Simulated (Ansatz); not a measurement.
Ansatz (a program for electronic structure) input (CCSD(T)/6-31G):

Ansatz 0.2 input:
```yaml
crystal:
  periodic: [false, false, false]
  atoms:
    - {symbol: C, position_ang: [1.58735532, 1.00250970, 0.74862223]}
    - {symbol: C, position_ang: [0.60003846, 0.34711470, 0.36065882]}
    - {symbol: C, position_ang: [-0.51716083, -0.45249610, 0.06311566]}
    - {symbol: O, position_ang: [-1.14520493, -0.53716195, -0.99400345]}
    - {symbol: H, position_ang: [-0.85975827, -1.08547426, 0.91764740]}
basis:
  gaussian:
    orbitals: 6-31G
total_charge: -1
magnetization: {spin_polarized: false}
correlation: {method: ccsd_t, electrons: outside_noble_gas}
```

Output:

```
Functional definition: HF
integrals: 0.01 GiB planned
489 factors; integrals over basis functions are off by at most 2.6e-4 eV
mean field: 0.08 GiB planned
mean field evaluation 1: about -5135.1390 eV, gradient 3.6e1 eV
mean field evaluation 2: about -5135.1558 eV, gradient 3.6e1 eV
mean field evaluation 4: about -5139.0570 eV, gradient 3.6e0 eV
mean field evaluation 8: about -5139.1210 eV, gradient 3.8e-1 eV
mean field evaluation 16: about -5135.1395 eV, gradient 3.6e1 eV
mean field evaluation 32: about -5127.5673 eV, gradient 3.9e0 eV
mean field -5139.12201730 eV, -188.8592507136 hartree, gradient 2.3e-6 eV, S^2 0.000000; 1 other end points of the search recorded, 0 dependent functions left out
4 core orbitals not correlated
reference -5139.12201730 eV, -188.8592507136 hartree; 10, 10 occupied and 24, 24 virtual orbitals, 489 factors
second order -10.36558632 eV of doubles, -0.00000000 eV of singles
coupled cluster: 0.06 GiB planned
cycle   1  -10.07102393 eV  change    2.9e-1 eV  update   1.2e-1
cycle   2  -10.51408410 eV  change   -4.4e-1 eV  update   3.9e-2
cycle   3  -10.64555255 eV  change   -1.3e-1 eV  update   2.2e-2
cycle   4  -10.65167090 eV  change   -6.1e-3 eV  update   6.4e-3
cycle   5  -10.65355781 eV  change   -1.9e-3 eV  update   3.2e-3
cycle   6  -10.65374614 eV  change   -1.9e-4 eV  update   1.0e-3
cycle   7  -10.65303096 eV  change    7.2e-4 eV  update   4.5e-4
cycle   8  -10.65296628 eV  change    6.5e-5 eV  update   1.6e-4
cycle   9  -10.65305726 eV  change   -9.1e-5 eV  update   5.5e-5
cycle  10  -10.65303748 eV  change    2.0e-5 eV  update   2.1e-5
coupled cluster: 0.06 GiB planned
perturbative correction -0.45310547 eV, -0.0166513189 hartree
Total energy: -5150.22816024 eV, -189.2673939389 hartree
```

It need not be the lowest isomer of its formula. Whether it binds its extra electron was not tested at this geometry.
